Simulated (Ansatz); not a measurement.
Geometry optimisation, RKS B3LYP-D4/def2-TZVP in Ansatz.

input.yaml

```yaml
crystal:
  periodic: [false, false, false]
  atoms:
    - { symbol: Ge, position_ang: [0.0, 0.0, 0.0] }
    - { symbol: F, position_ang: [0.0, 0.0, 1.68] }
    - { symbol: H, position_ang: [1.4616, 0.0, -0.5162] }
    - { symbol: H, position_ang: [-0.73, 1.2648, -0.5162] }
    - { symbol: H, position_ang: [-0.73, -1.2648, -0.5162] }
basis:
  gaussian: { orbitals: def2-TZVP }
hamiltonian:
  xc: b3lyp
  dispersion: d4
relax:
  f_tol: 0.02
  max_steps: 40
output:
  orbitals: {}
```

Launched with:

```bash
$ ansatz run input.yaml --threads 2 --pin off --max-ram 3072MiB --backend cpu --events-out ev --progress --plain --runs-dir out
```

Question: Where does it end, and by what steps?

Answer: The forces met the threshold. After 3 steps the energy has fallen by 0.103 eV; Ge1 moved furthest, 0.07 Å.

```csv
step,energy less start (eV),largest force component (eV/Å),accepted
0,0.0000,2.876,yes
1,-0.0792,1.266,yes
2,-0.1029,0.054,yes
3,-0.1033,0.009,yes
```

```xyz
5
Properties=species:S:1:pos:R:3
Ge 0.000 0.000 -0.069
F 0.000 0.000 1.684
H 1.475 0.000 -0.494
H -0.737 1.277 -0.495
H -0.737 -1.277 -0.495
```

Whether the end is a true minimum wasn't checked by a vibrational analysis.

Time of the run: 5.8 s on 2 threads of Arm Neoverse V1 (shared host), peak memory 0.15 GiB.
